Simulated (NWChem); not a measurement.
**Correlation energy of HSi (+1)**

```xyz
2

Si     0.0000     0.0000     0.1028
H      0.0000     0.0000    -1.4391
```
Charge +1, spin multiplicity 1.

Program: NWChem. The geometry was optimised at PBE/def2-SVP, a minimum by its harmonic frequencies.

Basis set: 3-21G. Each correlation energy counts from its own Hartree-Fock reference.

The correlated methods keep 5 core orbitals frozen. The structure started from a generated list of species. Coupled-cluster values serve here as a point of comparison, not as the truth.

Question: Order these methods by the correlation energy they give, lowest first: CR-CCSD[T], MP2, SCS-MP2.

Answer: CR-CCSD[T] (-52.9 mHa), SCS-MP2 (-39.7 mHa), MP2 (-33.6 mHa)
